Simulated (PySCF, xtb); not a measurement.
Se(Cl)2 anion (Cl2Se), SMILES Cl[Se]Cl (connectivity only; charge and spin as stated), charge -1, multiplicity 2.

Harmonic wavenumbers (cm⁻¹) from GFN2-xTB (xtb) at its own minimum, in rising order: 61, 201, 372.

Q: What does B3LYP-D3(BJ)/def2-SVPD (PySCF) give at its own minimum? (The exact figures need the calculation; the answer reports its results.)

A: 26, 213, 241. Paired by order, the mean absolute difference is 59 cm⁻¹ and the zero-point energies are 0.9 and 0.7 kcal/mol.
